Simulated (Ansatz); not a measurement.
Molecule: C6H11, charge 0, multiplicity 2. It need not be the lowest isomer of its formula. 
Coordinates optimised at B3LYP-D3(BJ)/def2-TZVP (Ansatz, a program for electronic structure):
```xyz
17

C      2.5460    -0.4504    -0.4524
C      1.5678    -0.2908     0.6270
C      0.2959    -0.0654     0.8221
C     -0.7500     0.1386    -0.2624
C     -1.3735     1.5324    -0.1451
C     -1.8199    -0.9542    -0.1821
H      2.0728    -0.3507    -1.4398
H      3.3363     0.3017    -0.3873
H      3.0250    -1.4320    -0.4131
H     -0.0895    -0.0113     1.8413
H     -0.2544     0.0641    -1.2343
H     -2.1270     1.6884    -0.9207
H     -1.8619     1.6555     0.8251
H     -0.6162     2.3117    -0.2398
H     -2.5767    -0.8159    -0.9579
H     -1.3805    -1.9451    -0.3031
H     -2.3257    -0.9276     0.7866
```
Charge 0, spin multiplicity 2.

Parts of the frozen-core correlation energy in 6-31G (Ansatz, hartree). Frozen orbitals: 6; correlated occupied orbitals by spin: 18 and 17; virtual: 52 and 53. Open shells are spin-unrestricted. Spin-orbit coupling is left out. Non-relativistic.

```json
[
 {"term": "reference (HF)", "value": "-233.45033"},
 {"term": "MP2 opposite-spin", "value": "-0.39721"},
 {"term": "MP2 same-spin", "value": "-0.11182"},
 {"term": "CCSD correlation", "value": "-0.58947"},
 {"term": "(T)", "value": "-0.01533"},
 {"term": "T1 diagnostic", "value": "0.025"},
 {"term": "largest doubles amplitude", "value": "0.115"},
 {"term": "<S^2> of the reference", "value": "0.964"}
]
```
